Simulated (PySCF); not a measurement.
Frontier orbitals and the lowest excitations

Species: C₄H₇GeNO.
Geometry (PBE0-D3(BJ)/def2-SVP, Å), atoms numbered from 1 in this order:
```
atom  x, y, z in Å
C1     3.129    1.463    0.625
C2     2.432    0.469    0.556
Ge3    1.371   -1.102    0.479
N4    -0.415   -0.676    0.764
C5    -1.061    0.035   -0.209
C6    -2.503    0.393    0.063
O7    -0.479    0.350   -1.229
H8     3.741    2.346    0.676
H9     1.547   -1.821   -0.857
H10    1.731   -1.999    1.675
H11   -0.913   -0.927    1.609
H12   -2.576    1.036    0.954
H13   -3.103   -0.511    0.251
H14   -2.907    0.927   -0.804
```

Method: TDDFT CAM-B3LYP/def2-SVPD, vertical, gas phase, core orbitals frozen in the response in PySCF 2.14.0, density-fitted response routines. Relativistic effects, spin–orbit coupling among them, are left out although an element past zinc is present.

Frontier orbitals with the atoms that hold most of them (Löwdin shares over 4%, at most four atoms; ? is withheld):

```
orbital  ε (eV)                            atoms
 HOMO-3   -9.71    C2 39%, C1 37%, O7 8%, Ge3 6%
 HOMO-2   -9.49           C2 40%, C1 39%, Ge3 8%
 HOMO-1   -9.32                                ?
   HOMO   -9.02      O7 63%, C5 9%, C6 9%, N4 6%
   LUMO       ?                                ?
 LUMO+1    1.11  Ge3 42%, C1 14%, C2 12%, H10 9%
 LUMO+2    1.23  Ge3 17%, C5 14%, C1 14%, C2 14%
```

Question: Give the leading atoms of the HOMO-1.

Answer: N4 (bonded to C, Ge and H) 46%; O7 (bonded to C) 27%; C5 (bonded to C, N and O) 9%; C2 (bonded to C and Ge) 5%. By element: nitrogen 46%, oxygen 27%, carbon 14% or more.

Question: Give the leading atoms of the LUMO.

Answer: Ge3 (bonded to C, N and 2 H) 26%; C1 (bonded to C and H) 12%; C2 (bonded to C and Ge) 12%; H11 (bonded to N) 11%. By element: germanium 26%, carbon 24% or more, hydrogen 11% or more.

Question: What is the LUMO energy, and the HOMO–LUMO gap?

Answer: ε(LUMO) = 0.63 eV; the gap is 9.65 eV (0.3548 hartree).

Question: How does S1 compare with the orbital gap of 9.65 eV?

Answer: S1 is at 5.70 eV (f = 0.0003), 3.96 eV below the gap, made of HOMO→LUMO+2 (48%), HOMO→LUMO+3 (30%). Its leading pair isn't HOMO and LUMO; the energies of that pair differ by 10.25 eV. Without the coupling terms of the response equations the lowest excitation would equal the gap.

Question: One configuration dominates each of S5 and S8. Which, and how do the shares of the two leading atoms of either orbital change from the occupied to the empty one?

Answer: 
- S5 (6.81 eV, f 0.0047), HOMO-1→LUMO (78%): N4 46% → at most 12%, O7 27% → at most 12%, Ge3 at most 5% → 26%, C1 at most 5% → 12%
- S8 (7.61 eV, f 0.011), HOMO-1→LUMO+1 (80%): N4 46% → at most 9%, O7 27% → at most 9%, Ge3 at most 5% → 42%, C1 at most 5% → 14%

Löwdin shares depend on the basis, the more so with diffuse functions.

One conformer stands for the species.
